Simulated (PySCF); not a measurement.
C5H14P2.
Atom-mapped SMILES: `[CH3:1][P:2]([PH2:3])[C:4]([CH3:5])([CH3:6])[CH3:7]` (hydrogens: H8, H9, H10 on C1; H11, H12 on P3; H13, H14, H15 on C5; H16, H17, H18 on C6; H19, H20, H21 on C7)

Geometry (PBE0-D3(BJ)/def2-SVP, Å), atoms numbered from 1 in this order:
```xyz
21
C5H14P2 angstrom
C      1.2538    2.0399   -1.0747
P      1.1405    0.2165   -1.4018
P      2.4647   -0.4242    0.2857
C     -0.5527   -0.2195   -0.6623
C     -0.5725   -1.7409   -0.5017
C     -0.8533    0.4523    0.6729
C     -1.5913    0.1963   -1.7074
H      1.1825    2.3122   -0.0105
H      0.4509    2.5523   -1.6267
H      2.2123    2.4068   -1.4713
H      3.5942    0.2706   -0.2484
H      2.8626   -1.6630   -0.3060
H      0.1203   -2.0751    0.2882
H     -1.5824   -2.0798   -0.2162
H     -0.2966   -2.2513   -1.4386
H     -1.8212    0.0941    1.0637
H     -0.0830    0.2253    1.4265
H     -0.9264    1.5459    0.5753
H     -1.4089   -0.2957   -2.6755
H     -2.6025   -0.0847   -1.3673
H     -1.5934    1.2851   -1.8748
```

Linear response at CAM-B3LYP/def2-SVPD (PySCF, frozen core in the response, non-relativistic).

Static isotropic polarisability: 116.66 au (17.29 Å³), principal values 101.4, 115.5, 133.1 au.

Question: What is the polarisability at 1064 nm and at the sodium D line?

Answer: 117.89 au at 1064 nm (+1.1 %), 120.86 au at 589.3 nm (+3.6 %). The rise at 589.3 nm is 3.42 times that at 1064 nm; a pure ω² law gives 3.26. The lowest singlet lies at 226 nm, shorter than both wavelengths.

Question: What is the isotropic C6 coefficient between two such molecules, C6 = (3/π)∫α(iω)² dω?

Answer: 5067 au (Eh·bohr⁶) by a ten-point quadrature over imaginary frequencies, which is 3030 eV·Å⁶ or 292 J·nm⁶/mol.

Question: Which effective excitation energy ω̄ makes London's formula C6 = (3/4)α²ω̄ exact here?

Answer: ω̄ = 4·C6/(3α²) = 0.496 Eh = 13.5 eV. A one-pole form α(ω) = α/(1 − ω²/ω̄²) fitted to the 1064 nm value gives 11.4 eV. London's choice of the ionisation energy (8.07 eV, ΔSCF at the same level) gives C6 = 3030 au, 40 % too low.

Question: The lowest 10 singlets have (eV, f): 5.49, 0.170; 5.85, 0.033; 6.02, 0.028; 6.26, 0.015; 6.93, 0.001; 6.97, 0.035; 7.28, 0.077; 7.43, 0.072; 7.52, 0.044; 7.71, 0.042. What share of the static polarisability do they carry in the sum over states α = Σ f/ω²?

Answer: 9.46 au, 8.1 % of α; the largest term, 4.17 au, is that of the state at 5.49 eV. Their oscillator strengths add up to 0.52. Higher states carry the rest.

Question: What molar refraction at the D line follows from R = (4π/3)·N_A·α′, with α′ the polarisability volume?

Answer: α′ = 17.91 Å³ gives R = 45.18 cm³/mol, for isolated, non-vibrating species.

Question: What three-body coefficient follows from the one-pole estimate C9 = (3/4)·α·C6?

Answer: 443000 au. This is an estimate from the two numbers above, not a computed integral.

Question: How many electrons N does the Slater–Kirkwood formula C6 = (3/4)·√N·α^(3/2) need to give this C6?

Answer: N = (4·C6/3)²/α³ = 28.7; the species has 74 electrons in all.

The run took 3.1 min wall on Intel Xeon Platinum 8488C, one thread, no GPU, shared host with 192 logical CPUs at a one-minute load of 122, and the process peaked at 1.2 GiB of memory. This is the whole response run at CAM-B3LYP/def2-SVPD, SCF included.

One conformer stands for the species.
